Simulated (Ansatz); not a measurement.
The cluster Te9Pb8⁻. Total charge -1; doublet. Geometry PBE-D4/def2-SVP; atoms count from 1.

```xyz
17

Pb    2.641    1.314    1.776
Pb   -0.612    3.039    2.766
Pb    1.759   -2.670   -1.634
Pb    2.499   -2.390    2.403
Pb   -0.957   -0.733   -0.536
Pb   -1.448   -2.951    2.605
Pb   -0.281    3.284   -2.150
Pb    0.293   -0.949   -4.161
Te   -3.060    3.451    1.356
Te    1.275    3.632    0.477
Te    0.743   -4.217    0.789
Te    0.245   -0.238    2.928
Te   -3.317   -2.233    0.592
Te   -2.664    1.780   -1.015
Te    3.604   -0.924   -0.025
Te    1.728    1.234   -2.880
Te   -2.446   -0.432   -3.291
```

In the def2 sets Pb, Te take a core potential; there is no spin–orbit coupling. Single mean-field runs in def2-SVP are fitted with def2-universal-jkfit. Another isomer (doublet) lies 1.65 eV lower at PBE0-D4/def2-SVP; other spin states weren't run for this one.

**Question.** Estimate the Mulliken populations from the PBE0/def2-SVP orbitals of Ansatz.

**Answer.** 
| atom | charge (e) | spin (α − β) |
| --- | --- | --- |
| Pb1 | 0.39 | 0.05 |
| Pb2 | 0.35 | 0.00 |
| Pb3 | 0.24 | 0.57 |
| Pb4 | 0.34 | 0.00 |
| Pb5 | 0.39 | 0.00 |
| Pb6 | 0.30 | 0.04 |
| Pb7 | 0.39 | 0.01 |
| Pb8 | 0.17 | 0.12 |
| Te9 | -0.39 | 0.00 |
| Te10 | -0.44 | 0.00 |
| Te11 | -0.44 | -0.01 |
| Te12 | -0.54 | 0.00 |
| Te13 | -0.39 | 0.04 |
| Te14 | -0.12 | 0.10 |
| Te15 | -0.39 | -0.03 |
| Te16 | -0.45 | 0.08 |
| Te17 | -0.40 | 0.04 |
Mulliken values and Mayer orders depend strongly on the basis.

**Question.** Where does the spin sit?

**Answer.** Summed by element: Pb 0.79, Te 0.21, of 1 unpaired in all. Largest on single atoms: Pb3 0.57, Pb8 0.12, Te14 0.10.

**Question.** And the Mayer bond orders between bonded heavy atoms (over 0.3)?

**Answer.** Pb1–Te10 0.80 (2.99 Å); Pb1–Te12 0.62 (3.08 Å); Pb1–Te15 0.69 (3.03 Å); Pb2–Te9 1.18 (2.86 Å); Pb2–Te10 0.75 (3.02 Å); Pb3–Pb8 0.36 (3.39 Å); Pb3–Te11 0.68 (3.05 Å); Pb3–Te15 0.70 (3.01 Å); Pb4–Te11 0.83 (3.00 Å); Pb4–Te12 0.57 (3.16 Å); Pb4–Te15 0.79 (3.04 Å); Pb5–Te13 0.77 (3.01 Å); Pb5–Te14 0.53 (3.08 Å); Pb5–Te17 0.56 (3.15 Å); Pb6–Te11 0.58 (3.11 Å); Pb6–Te12 0.41 (3.21 Å); Pb6–Te13 1.23 (2.84 Å); Pb7–Te10 0.60 (3.07 Å); Pb7–Te14 0.73 (3.04 Å); Pb7–Te16 0.88 (2.96 Å); Pb8–Te16 0.99 (2.91 Å); Pb8–Te17 0.97 (2.92 Å); Te9–Te14 0.70 (2.93 Å); Te14–Te17 0.39 (3.18 Å).
